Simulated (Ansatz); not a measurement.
Relaxation of MoO3⁺ with UKS B3LYP-D4/def2-TZVP.

```sh
$ ansatz run in.yaml --threads 4 --pin off --events-out ev --progress --plain --max-ram 3916MiB
```

```yaml
crystal:
  periodic: [false, false, false]
  atoms:
    - {symbol: Mo, position_ang: [0.475210, 0.131880, 0.103060]}
    - {symbol: O, position_ang: [-1.166570, -0.391080, -0.252110]}
    - {symbol: O, position_ang: [-0.349320, -1.389380, -0.076680]}
    - {symbol: O, position_ang: [1.040670, 1.648590, 0.225730]}
basis:
  gaussian: {orbitals: def2-TZVP}
total_charge: 1
magnetization: {spin_polarized: true, initial_magnetization: 1}
hamiltonian: {xc: {name: B3LYP}, dispersion: d4}
scf: {lower_state_search: "off"}
output: {orbitals: {seedname: orbitals}}
relax: {f_tol: 0.02, max_steps: 100}
```

Run time 24 s (4 threads of Arm Neoverse V2 on a shared host).

Positions (Å) and forces (eV/Å) at steps 1, 2, 3, 4, 5, 6, 7, 8, 9, 10, 11, 12, 13, 14, 15, 16, 17 of 17:

```xyz
4
step=1 energy=-7987.4142 eV
Mo    0.475    0.132    0.103    4.860    5.649    1.065
O    -1.167   -0.391   -0.252   -4.490    1.914   -0.967
O    -0.349   -1.389   -0.077   -2.368  -11.800   -0.528
O     1.041    1.649    0.226    1.999    4.237    0.430
4
step=2 energy=-7988.8263 eV
Mo    0.492    0.178    0.107    2.500    4.350    0.553
O    -1.194   -0.418   -0.258   -1.381   -0.249   -0.297
O    -0.400   -1.499   -0.088   -1.174   -3.300   -0.263
O     1.103    1.739    0.239    0.054   -0.801    0.008
4
step=3 energy=-7989.2018 eV
Mo    0.491    0.250    0.109    0.973    2.009    0.223
O    -1.219   -0.459   -0.263   -0.052   -1.123   -0.012
O    -0.429   -1.562   -0.095   -0.844   -0.074   -0.189
O     1.156    1.771    0.249   -0.077   -0.811   -0.021
4
step=4 energy=-7989.2706 eV
Mo    0.399    0.426    0.090   -1.987   -3.116   -0.416
O    -1.322   -0.611   -0.285    0.609   -0.333    0.128
O    -0.384   -1.545   -0.086   -0.225    1.065   -0.047
O     1.307    1.730    0.282    1.603    2.383    0.334
4
step=5 energy=-7989.3588 eV
Mo    0.376    0.401    0.086    0.174    0.517    0.047
O    -1.333   -0.629   -0.287    0.248    0.024    0.052
O    -0.372   -1.517   -0.084   -0.012    0.133   -0.006
O     1.329    1.745    0.285   -0.410   -0.674   -0.093
4
step=6 energy=-7989.3669 eV
Mo    0.358    0.415    0.084    0.031   -0.097    0.025
O    -1.332   -0.634   -0.287   -0.085   -0.008   -0.022
O    -0.359   -1.507   -0.082    0.072    0.113    0.011
O     1.334    1.726    0.286   -0.018   -0.008   -0.014
4
step=7 energy=-7989.3745 eV
Mo    0.340    0.419    0.136   -0.172   -0.263    0.166
O    -1.332   -0.638   -0.298   -0.137    0.033   -0.071
O    -0.348   -1.496   -0.094    0.108   -0.012   -0.020
O     1.340    1.714    0.257    0.200    0.242   -0.074
4
step=8 energy=-7989.4280 eV
Mo    0.302    0.423    0.243   -0.075    0.019    0.437
O    -1.330   -0.639   -0.322   -0.028    0.070   -0.110
O    -0.323   -1.473   -0.118    0.100   -0.031   -0.086
O     1.351    1.690    0.197    0.004   -0.057   -0.241
4
step=9 energy=-7989.4808 eV
Mo    0.289    0.416    0.312   -0.207   -0.145    0.550
O    -1.318   -0.623   -0.325   -0.016    0.079   -0.130
O    -0.308   -1.461   -0.142    0.116    0.006   -0.105
O     1.337    1.668    0.155    0.106    0.060   -0.315
4
step=10 energy=-7989.5555 eV
Mo    0.287    0.390    0.404   -0.040    0.203    0.343
O    -1.289   -0.586   -0.340    0.069    0.163   -0.030
O    -0.302   -1.457   -0.163    0.221    0.100   -0.106
O     1.304    1.653    0.099   -0.250   -0.466   -0.207
4
step=11 energy=-7989.6323 eV
Mo    0.234    0.376    0.594    0.748    0.766   -1.481
O    -1.241   -0.534   -0.374    0.216    0.563    0.298
O    -0.248   -1.408   -0.201    0.562    0.549    0.325
O     1.255    1.566   -0.019   -1.526   -1.879    0.858
4
step=12 energy=-7989.7376 eV
Mo    0.199    0.382    0.598    0.302   -0.118   -1.062
O    -1.247   -0.520   -0.371    0.582    0.419    0.257
O    -0.199   -1.377   -0.200    0.234    0.885    0.364
O     1.248    1.516   -0.027   -1.118   -1.187    0.442
4
step=13 energy=-7989.9287 eV
Mo    0.142    0.325    0.661   -0.351    0.528    1.404
O    -1.203   -0.406   -0.400    0.233   -0.425   -0.109
O    -0.078   -1.284   -0.171   -0.530   -0.729   -0.701
O     1.139    1.365   -0.089    0.648    0.626   -0.595
4
step=14 energy=-7989.9634 eV
Mo    0.144    0.350    0.669   -0.103   -0.083   -0.172
O    -1.203   -0.443   -0.395    0.062    0.396    0.088
O    -0.108   -1.294   -0.187    0.232   -0.176    0.069
O     1.167    1.387   -0.087   -0.191   -0.137    0.016
4
step=15 energy=-7989.9738 eV
Mo    0.140    0.339    0.680    0.059    0.083    0.065
O    -1.186   -0.414   -0.399    0.000   -0.034   -0.031
O    -0.099   -1.300   -0.183   -0.032   -0.021   -0.033
O     1.144    1.375   -0.098   -0.027   -0.027   -0.001
4
step=16 energy=-7989.9738 eV
Mo    0.142    0.340    0.684   -0.094   -0.099    0.043
O    -1.184   -0.412   -0.400    0.037   -0.010    0.017
O    -0.098   -1.299   -0.184   -0.022    0.026    0.001
O     1.141    1.372   -0.100    0.080    0.083   -0.061
4
step=17 energy=-7989.9740 eV
Mo    0.141    0.340    0.683    0.001   -0.003    0.005
O    -1.184   -0.413   -0.400    0.001   -0.001   -0.003
O    -0.099   -1.299   -0.184   -0.003   -0.002    0.000
O     1.142    1.373   -0.100    0.002    0.005   -0.003
```

In the def2 sets Mo takes a core potential; there is no spin–orbit coupling. The structure holds 1 bond(s) between oxygen atoms. Another isomer (doublet) lies 0.88 eV lower at PBE0-D4/def2-TZVP; other spin states weren't run for this one.
